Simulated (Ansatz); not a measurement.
`C#C[SiH2][AlH][SiH3]` → `C#C[SiH2][AlH2]` + `[SiH2]` at 700 K and 1 bar (silylene loss).

Computed with Ansatz on PBE0-D4/def2-TZVP structures; ΔE is electronic, products minus reactants. CBS: MP2 limit from def2 TZ/QZ plus the TZ coupled-cluster correction, frozen cores. This one scheme is used for every species. One conformer a species, not always the lowest.

```
               species  CCSD(T)/CBS energy (Eh)  H − E (kJ/mol)  S (J/(mol·K))
`C#C[SiH2][AlH][SiH3]`               -900.40976           278.0          541.6
     `C#C[SiH2][AlH2]`               -610.12048           205.1          463.3
              `[SiH2]`               -290.19011            56.3          240.4
```

H − E and S are ideal-gas, rigid-rotor, harmonic terms from PBE0-D4/def2-TZVP, for one conformer and one mirror image of each species. 1 Eh = 2625.50 kJ/mol, R = 8.31446 J/(mol·K).

**Question.** By hand: ΔE, ΔH, ΔS and ΔG.

**Answer.** ΔE = (-610.12048) + (-290.19011) − (-900.40976) = 0.09917 Eh = 260.4 kJ/mol. Δ(H − E) = 205.1 + 56.3 − 278.0 = -16.6, so ΔH = 243.8 kJ/mol. ΔS = 463.3 + 240.4 − 541.6 = 162.1 J/(mol·K). ΔG = 243.8 − 700 × (162.1)/1000 = 130.3 kJ/mol.

**Question.** By hand: the equilibrium constant, and the temperature at which ΔG would vanish if ΔH and ΔS stayed fixed.

**Answer.** log₁₀ K = −ΔG/(RT ln 10) = -9.7. ΔG = 0 at ΔH/ΔS = 1504 K.

The number of gas molecules changes by +1, which sets the sign of ΔS. A doubt of 5 kJ/mol in ΔE shifts log₁₀ K by 0.4 here. Other conformers and mirror images would add mixing entropy, several J/(mol·K) or more a flexible species. Modes under 60 cm⁻¹, often nearly free rotors, make the harmonic entropy too high. These are equilibria of isolated gas molecules and say nothing of rates. Largest T1 diagnostic: 0.015 (customary marks: 0.02 for closed shells, 0.045 for open ones).
